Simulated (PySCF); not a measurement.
Te(SiH3)(GeH3) (GeH6SiTe), SMILES [SiH3][Te][GeH3].

The structure is a stationary point at PBE-D3(BJ)/def2-SVP. The structure was generated by enumeration, and PubChem lists no compound with its InChIKey, so it may never have been made. The def2 effective core potentials stand for the cores of Te; spin–orbit coupling is left out.

Two levels are set side by side: PBE/def2-TZVP (PySCF) and CAM-B3LYP/def2-TZVP (PySCF). Same geometry, gas phase. Differences are taken from unrounded values.

```json
[
 {"quantity": "orbital gap (eV)", "CAM-B3LYP": "7.57", "PBE": "3.65", "PBE minus CAM-B3LYP": "-3.92"},
 {"quantity": "highest occupied level (eV)", "CAM-B3LYP": "-7.63", "PBE": "-5.46", "PBE minus CAM-B3LYP": "2.18"},
 {"quantity": "lowest empty level (eV)", "CAM-B3LYP": "-0.06", "PBE": "-1.80", "PBE minus CAM-B3LYP": "-1.74"},
 {"quantity": "dipole moment (D)", "CAM-B3LYP": "0.76", "PBE": "0.63", "PBE minus CAM-B3LYP": "-0.13"},
 {"quantity": "mean polarisability (bohr³)", "CAM-B3LYP": "101.3", "PBE": "105.0", "PBE minus CAM-B3LYP": "3.7"}
]
```

Without exact exchange PBE keeps part of each electron's self-repulsion, which lifts occupied levels and narrows the gap. Loosely held outer electrons make PBE densities more polarisable. Differences between two approximate levels are no errors against the true value.

Rough cost on one machine, each run with all the roots and properties that it gave: CAM-B3LYP against PBE within a factor of 2.
